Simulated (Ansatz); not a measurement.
Ideal-gas functions of `C[O][SnH]([Cl])[Cl]` at 800 K and 1 bar, from an Ansatz frequency run at PBE0-D4/def2-TZVP.

Molar mass 221.66 g/mol, point group Cs (symmetry number 1), electronic degeneracy 1, moments of inertia 286.588, 323.483, 450.329 u Å². Harmonic wavenumbers (cm⁻¹, unscaled): 51, 100, 104, 115, 181, 253, 376, 382, 541, 552, 585, 1103, 1178, 1193, 1475, 1493, 1497, 2017, 3014, 3079, 3112.

Use S(trans) = R[1.5 ln M + 2.5 ln T − 1.1517]; rotational temperatures θ = 24.2544 K / I; S(rot) = R[ln(√π/σ · √(T³/θAθBθC)) + 1.5]; for each mode x = 1.438777 ν̃/T, S = R[x/(eˣ − 1) − ln(1 − e⁻ˣ)] and H = RT x/(eˣ − 1); 1 cm⁻¹ = 0.0119627 kJ/mol; R = 8.31446 J/(mol·K).

By hand: the entropy, in J/(mol·K).

Translation 196.7. Rotation: θ = 0.0846, 0.075, 0.0539 K, giving 133.8. Vibration, mode by mode: 28.18, 22.59, 22.27, 21.43, 17.68, 14.93, 11.72, 11.60, 8.86, 8.71, 8.27, 3.86, 3.47, 3.40, 2.28, 2.22, 2.21, 1.05, 0.24, 0.21, 0.20, in all 195.4. Electronic 0.0. Sum 525.9 J/(mol·K).

By hand: H − E and G − E in kJ/mol, counted from the electronic energy.

Zero-point energy ½ × 22401 × 0.0119627 = 134.0; thermal vibration 67.2; translation, rotation and pV give 4 RT = 26.6. H − E = 227.8 kJ/mol, and G − E = 227.8 − 800 × 525.9/1000 = -192.9 kJ/mol.

Vibration gives 37 % of the entropy, 94.5 J/(mol·K) of it from the modes under 150 cm⁻¹: soft modes count most, and the harmonic formula is weakest for them. The sum counts one conformer and one mirror image; others add a mixing term.
